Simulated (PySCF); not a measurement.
Excitations are Tamm–Dancoff values on a coarser integration grid. The basis has no diffuse functions, so Rydberg states are missing or too high.

Z-matrix (Å, degrees):
```
C
C 1 1.3898
H 2 1.0951 1 114.69
C 1 1.4107 2 125.72 3 0.01
H 4 1.0896 1 124.86 2 0.00
C 4 1.4077 5 126.38 1 -180.00
H 6 1.0908 4 125.15 5 0.00
C 6 1.4051 7 125.13 4 -180.00
H 8 1.0895 6 126.52 7 0.00
C 8 1.4115 9 125.00 6 180.00
C 10 1.3858 8 125.84 9 -0.01
H 11 1.0944 10 117.54 8 0.00
C 11 1.4002 12 114.72 10 -179.99
F 13 1.3523 11 114.27 12 0.01
C 13 1.3868 14 115.32 11 -179.99
H 15 1.0938 13 113.15 14 0.00
C 2 1.4170 3 114.89 1 179.99
B 17 1.5400 2 117.62 3 -0.03
H 18 1.2070 17 120.32 2 -179.98
H 18 1.2071 19 119.49 17 -179.99
```
Charge 0, spin multiplicity 1.

**Question.** What dipole moment, total energy, HOMO, HOMO–LUMO gap, brightest of the four lowest singlets (TDA), LUMO, S1–T1 gap (TDA) and S1 oscillator strength does TPSSh-D3(BJ)/def2-TZVP // B3LYP-D3(BJ)/def2-SVP run with PySCF give?

**Answer.** 
- dipole moment: 2.04 D
- total energy: -510.7613 Ha
- HOMO: -5.64 eV
- HOMO–LUMO gap: 2.59 eV
- brightest of the four lowest singlets (TDA): 4.79 eV
- LUMO: -3.04 eV
- S1–T1 gap (TDA): 0.69 eV
- S1 oscillator strength: 0.029
